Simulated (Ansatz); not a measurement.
`C[C]1=[N][AlH]1`. Charge 0, multiplicity 1. The structure was optimised at the PBE0-D4/def2-TZVP level.

```xyz
8

C    -0.889    0.954    0.250
C     0.167   -0.045   -0.048
N     1.390    0.163   -0.404
Al    1.071   -1.635   -0.297
H    -1.248    0.824    1.274
H    -0.499    1.968    0.120
H    -1.747    0.800   -0.410
H     1.755   -3.031   -0.484
```

Problem. What is the dipole moment at r2SCAN/def2-TZVPP? (Best estimate.)

Solution. Ansatz gave: 2.08 D, with components (-1.25, -1.62, 0.38) D in this frame, pointing from negative to positive charge.

Problem. And with PBE, B3LYP, ωB97M-V? (An estimate is asked.)

Solution. Ansatz gave: PBE 1.98 D, B3LYP 2.33 D, ωB97M-V 2.53 D.

Problem. Give the Mulliken charges with r2SCAN, PBE, B3LYP in def2-TZVPP. (Estimate.)

Solution. The calculation gave: 
| atom | r2SCAN | PBE | B3LYP |
| --- | --- | --- | --- |
| C1 | -0.13 | -0.17 | -0.19 |
| C2 | 0.06 | 0.06 | 0.07 |
| N3 | -0.35 | -0.25 | -0.31 |
| Al4 | 0.33 | 0.14 | 0.22 |
| H5 | 0.06 | 0.09 | 0.09 |
| H6 | 0.06 | 0.08 | 0.09 |
| H7 | 0.06 | 0.09 | 0.09 |
| H8 | -0.08 | -0.03 | -0.05 |

B3LYP here is the variant with VWN-RPA as its local correlation; programs differ in this.
